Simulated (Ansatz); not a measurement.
Reaction 2 R1 → P1 + P2, each structure at its B3LYP-D3(BJ)/def2-TZVP stationary point, reached from a drawn start (curvature not checked).
P1, H2O (SMILES O) (charge 0, multiplicity 1):
```xyz
3

O      0.000     0.000     0.390
H      0.000     0.765    -0.195
H      0.000    -0.765    -0.195
```
P2: O atom, charge 0, multiplicity 3.
R1, OH (SMILES [OH]) (charge 0, multiplicity 2):
```xyz
2

O      0.0000     0.0000     0.4884
H      0.0000     0.0000    -0.4884
```

P less R. No zero-point or thermal terms; singlets are restricted closed shells; open shells are unrestricted; no spin–orbit coupling.

Frozen-core correlation throughout. CBS(a, b) extrapolates the correlation energy as X⁻³ and adds the Hartree–Fock energy of set b.

Codes used: Ansatz (a program for electronic structure) with Gaussian orbitals. No computed number here is a measurement.

```tsv
level	reaction energy (kcal/mol)
HF/aug-cc-pVDZ	-19.37
PBE/def2-TZVPPD	-14.50
B2PLYP/def2-TZVPPD	-17.15
MP2/aug-cc-pVTZ	-22.38
CCSD/aug-cc-pVDZ	-19.49
CCSD/aug-cc-pVQZ	-18.58
CCSD(T)/aug-cc-pVTZ	?
CCSD(T)/aug-cc-pVQZ	?
CCSD(T)/CBS(aug-cc-pVTZ, aug-cc-pVQZ)	?
```

### Question
Some entries are withheld; supply them.

### Answer

- CCSD(T)/aug-cc-pVTZ, reaction energy (kcal/mol): -18.88
- CCSD(T)/aug-cc-pVQZ, reaction energy (kcal/mol): -18.75
- CCSD(T)/CBS(aug-cc-pVTZ, aug-cc-pVQZ), reaction energy (kcal/mol): -18.63
